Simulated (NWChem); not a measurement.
All runs are NWChem calculations. System: H2OSi, charge 1, spin multiplicity 2, at the geometry of a parent with another charge or spin, in a state set for the comparison that need not be this species' ground state. Its SCF solution wasn't tested for a lower state. Level: UMP2/cc-pVDZ, 6 core orbitals frozen.

The NWChem input:

```
start mol
memory heap 200 mb stack 900 mb global 1100 mb
charge 1
geometry units angstroms nocenter noautoz
  Si     0.401574     0.512962     0.000000
  H      1.618975    -0.483597     0.000000
  O     -0.834319    -0.639983     0.000000
  H     -0.566453    -1.578012     0.000000
  symmetry group Cs
end
basis spherical
  * library cc-pvdz
end
scf
  uhf
  nopen 1
  maxiter 100
  thresh 1e-7
  semidirect memsize 60000000 filesize 0
  # guess.movecs holds the orbitals of an unrestricted PBE0 run
  vectors input guess.movecs output mol.movecs
end
mp2
  freeze core 6
end
task mp2 energy
```

NWChem printed:

```
             Northwest Computational Chemistry Package (NWChem) 7.3.0
             --------------------------------------------------------

                                NWChem Input Module
                                -------------------

 Scaling coordinates for geometry "geometry" by  1.889725989
 (inverse scale =  0.529177249)

 Turning off AUTOSYM since
 SYMMETRY directive was detected!

                             Geometry "geometry" -> ""
                             -------------------------

 Output coordinates in angstroms (scale by  1.889725989 to convert to a.u.)

  No.       Tag          Charge          X              Y              Z
 ---- ---------------- ---------- -------------- -------------- --------------
    1 Si                  14.0000     0.40157400     0.51296200     0.00000000
    2 H                    1.0000     1.61897500    -0.48359700     0.00000000
    3 O                    8.0000    -0.83431900    -0.63998300     0.00000000
    4 H                    1.0000    -0.56645300    -1.57801200     0.00000000

 Effective nuclear repulsion energy (a.u.)      49.2684022642

            Nuclear Dipole moment (a.u.)
            ----------------------------
        X                 Y               Z
 ---------------- ---------------- ----------------
     0.0000113384    -0.0000094486     0.0000000000

      Symmetry information
      --------------------

 Group name             Cs
 Group number              2
 Group order               2
 No. of unique centers     4

      Symmetry unique atoms

     1    2    3    4


 Summary of "ao basis" -> "" (spherical)
 ------------------------------------------------------------------------------
       Tag                 Description            Shells   Functions and Types
 ---------------- ------------------------------  ------  ---------------------
 *                          cc-pvdz                   on all atoms

 Summary of "ao basis" -> "ao basis" (spherical)
 ------------------------------------------------------------------------------
       Tag                 Description            Shells   Functions and Types
[...]
  AO/Fock/Back tols     =   1.0D-09  1.0D-09  1.0D-09

 GA uses MA = F    GA memory limited = T

 Available:
  local mem=  1.26D+08
 global mem=  1.44D+08
 local disk=  0.00D+00
  mp2_memr nvloc                    30
  nvloc new                    30
   1 passes of   6:        2097152                       8188                    555713.
   1 passes of   6: M    126153359           G      144175672           F     124056207.

 Semi-direct pass number   1 of   1  for UHF alpha       at        1.0s
  vrange nnbf                   903
  mp2_eaftype                    10  avail_ma_in_mb                  1099
 EAF : mp2_eaftype filesize          10     277856.
  mp2_eaf for mointskh                     10
Node 0 wrote      1.3 Mb in      0.0 s     Agg I/O rate:   881.2 Mb/s
 Done moints_semi at        2.9s
  mp2_eaftype                    10  avail_ma_in_mb                  1089
 EAF : mp2_eaftype filesize          10     277856.
  mp2_eaf for kh                    10
 Done maket at        2.9s
 Done multipass loop at        2.9s

 GA uses MA = F    GA memory limited = T

 Available:
  local mem=  1.26D+08
 global mem=  1.44D+08
 local disk=  0.00D+00
  mp2_memr nvloc                    31
  nvloc new                    31
   1 passes of   5:        2097152                       7551                    478958.
   1 passes of   5: M    126153359           G      144175672           F     124056207.

 Semi-direct pass number   1 of   1  for UHF beta        at        3.0s
  vrange nnbf                   903
  mp2_eaftype                    10  avail_ma_in_mb                  1099
 EAF : mp2_eaftype filesize          10     239479.
  mp2_eaf for mointskh                     10
Node 0 wrote      1.1 Mb in      0.0 s     Agg I/O rate:   622.4 Mb/s
 Done moints_semi at        4.8s
  mp2_eaftype                    10  avail_ma_in_mb                  1089
 EAF : mp2_eaftype filesize          10     239479.
  mp2_eaf for kh                    10
 Done maket at        4.8s
 Done multipass loop at        4.8s

          -------------------------------------------
          SCF energy                -364.636899929345
          Correlation energy          -0.254721850932
          Singlet pairs                0.000000000000
          Triplet pairs                0.000000000000
          Total MP2 energy          -364.891621780276
          -------------------------------------------

          ---------------------------------------------------
                    Spin Component Scaled (SCS) MP2
          Same spin pairs                     -0.062897186082
          Same spin scaling factor             0.333333333333
          Opposite spin pairs                 -0.191824664850
          Opposite spin scaling fact.          1.200000000000
          SCS-MP2 correlation energy          -0.251155326514
          Total SCS-MP2 energy              -364.888055255859
          ---------------------------------------------------

 -----------------------
 Performance information
 -----------------------

 Timer overhead =  1.93D-07 seconds/call

               Nr. of calls         CPU time (s)                 Wall time (s)                GFlops
             ---------------    -------------------     ------------------------------   -------------------
Name         Min   Avg   Max    Min     Avg     Max     Min     Avg     Max   Mx/calls   Min     Max     Sum
mp2: moin     2     2     2    3.7     3.7     3.7      3.7     3.7     3.7     1.9      0.0     0.0     0.0
mp2: make     2     2     2   3.31E-2 3.31E-2 3.31E-2  3.31E-2 3.31E-2 3.31E-2 1.66E-2   0.0     0.0     0.0
mp2: tota     1     1     1    3.8     3.8     3.8      3.8     3.8     3.8     3.8      0.0     0.0     0.0

 The average no. of pstat calls per process was 5.00D+00
 with a timing overhead of 9.64D-07s

 Task  times  cpu:        4.8s     wall:        4.8s

 Total times  cpu:        4.8s     wall:        4.8s
```
